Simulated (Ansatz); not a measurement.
C8H14O6Si⁺, that is SiEt(OAc)3 with one electron fewer, relaxed as a doublet with UKS PBE-D4/def2-SVP in Ansatz, starting from the PBE-D4/def2-SVP geometry of the neutral singlet. Force threshold 0.03 eV/Å.

The gap within one spin of the relaxed charge 1 doublet nearly closes, so an electron or hole may be smeared out by delocalisation error. The relaxation made no stability test and no search for a lower SCF solution.

Start:

```
atom   x (Å)   y (Å)   z (Å)
 Si1   0.008   0.256  -0.258
  C2   0.063   1.902  -1.112
  C3   1.444   2.576  -1.084
  H4  -0.708   2.528  -0.612
  H5  -0.281   1.731  -2.154
  H6   1.414   3.569  -1.577
  H7   1.802   2.729  -0.045
  H8   2.207   1.969  -1.614
  O9   1.220  -0.849  -0.759
 C10   1.299  -1.208  -2.071
 C11   2.374  -2.237  -2.309
 O12   0.567  -0.737  -2.922
 H13   2.454  -2.457  -3.387
 H14   2.127  -3.162  -1.750
 H15   3.343  -1.874  -1.913
 O16  -1.440  -0.629  -0.434
 C17  -2.544  -0.187   0.232
 C18  -3.645  -1.209   0.241
 O19  -2.575   0.906   0.769
 H20  -4.576  -0.763   0.631
 H21  -3.324  -2.042   0.899
 H22  -3.798  -1.630  -0.771
 O23   0.428   0.517   1.370
 C24   0.076  -0.261   2.437
 C25   0.567   0.338   3.730
 O26  -0.562  -1.288   2.330
 H27   0.350  -0.345   4.569
 H28   0.058   1.310   3.895
 H29   1.653   0.548   3.669
```

(1) Estimate the energy that the relaxation releases and the steps that it takes.

(2) Does the start keep its bonding?

(3) Predict the relaxed structure.

Results:

(1) 2.7 kcal/mol, in 12 steps; 1.7 min on 4 threads of Arm Neoverse V1 on a shared host. No frequencies were taken in this run, so the end may be a saddle point.

(2) By distances, no bond broke or formed. The bond that changes most is O9–C10, from 1.36 to 1.35 Å (atoms count from 1).

(3) 
```xyz
29

Si    0.052    0.331   -0.249
C     0.083    1.952   -1.132
C     1.435    2.683   -1.082
H    -0.724    2.549   -0.648
H    -0.249    1.765   -2.176
H     1.357    3.659   -1.600
H     1.760    2.879   -0.041
H     2.236    2.108   -1.589
O     1.253   -0.818   -0.697
C     1.225   -1.332   -1.940
C     2.309   -2.313   -2.257
O     0.344   -0.995   -2.730
H     2.240   -2.645   -3.307
H     2.208   -3.181   -1.573
H     3.292   -1.842   -2.056
O    -1.413   -0.554   -0.409
C    -2.543   -0.269    0.270
C    -3.673   -1.217    0.057
O    -2.572    0.712    1.009
H    -4.598   -0.835    0.523
H    -3.394   -2.188    0.518
H    -3.814   -1.387   -1.029
O     0.435    0.600    1.391
C     0.187   -0.203    2.450
C     0.649    0.339    3.763
O    -0.379   -1.280    2.300
H     0.438   -0.374    4.578
H     0.123    1.299    3.948
H     1.734    0.557    3.707
```
Bond lengths: 6 × C–O 1.23 to 1.35 Å; 4 × C–C 1.49 to 1.54 Å; 3 × O–Si 1.71 to 1.72 Å; 1 × C–Si 1.85 Å; 14 × C–H 1.10 to 1.11 Å.
